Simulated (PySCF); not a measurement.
InFBr2, SMILES [F][In]([Br])[Br].

Geometry: B3LYP-D3(BJ)/def2-SVP. The structure was generated by enumeration; whether it is a known compound was not checked. The def2 effective core potentials stand for the cores of In; spin–orbit coupling is left out.

Level of theory: PBE/def2-TZVP (PySCF).

The molecule is in vacuum.

Computed frontier levels, gap, dipole moment and polarisability:
| Quantity | Result |
|---|---|
| highest occupied level | -7.66 eV |
| lowest empty level | -4.16 eV |
| orbital gap | 3.50 eV |
| dipole moment | 1.22 D |
| quadrupole, principal values (traceless, Buckingham form, about the centre of nuclear charge) | -8.44, 0.40, 8.04 D·Å |
| mean static polarisability | 78.2 bohr³ (11.59 Å³) |
| polarisability, principal values | 52.4, 71.9, 110.4 bohr³ |
